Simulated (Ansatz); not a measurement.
FH3OSSi (`O[SiH](F)S`) from Hartree–Fock to CCSD(T)

```xyz
7

O     1.2546    0.5236   -0.9600
Si   -0.2044    0.1383   -0.3600
F    -0.9004    1.3710    0.3726
S     0.0313   -1.4014    1.0837
H     1.9789    0.6684   -0.3481
H    -1.0512   -0.2143   -1.5093
H    -1.1089   -1.0855    1.7211
```

The species carries charge 0 and has multiplicity 1. All single points use the PBE0-D4/def2-TZVP geometry. It is one conformer, not always the lowest. Frozen core, restricted reference, Ansatz. CBS rows extrapolate triple and quadruple zeta; past MP2 they add the triple-zeta difference.

```json
{"basis": "def2-SVP", "HF (Eh)": "-862.29520", "MP2 corr.": "-0.59623", "CCSD corr.": "-0.62825", "(T)": "-0.01271", "CCSD(T) total": "-862.93616"}
{"basis": "def2-TZVPP", "HF (Eh)": "-862.77834", "MP2 corr.": "-0.78602", "CCSD corr.": "-0.81467", "(T)": "-0.02876", "CCSD(T) total": "-863.62177"}
{"basis": "def2-QZVPP", "HF (Eh)": "-862.80776", "MP2 corr.": "-0.85652", "CCSD corr.": "–", "(T)": "–", "CCSD(T) total": "–"}
{"basis": "CBS(def2)", "HF (Eh)": "-862.81182", "MP2 corr.": "-0.90874", "CCSD corr.": "-0.93739", "(T)": "as TZ", "CCSD(T) total": "-863.77797"}
```
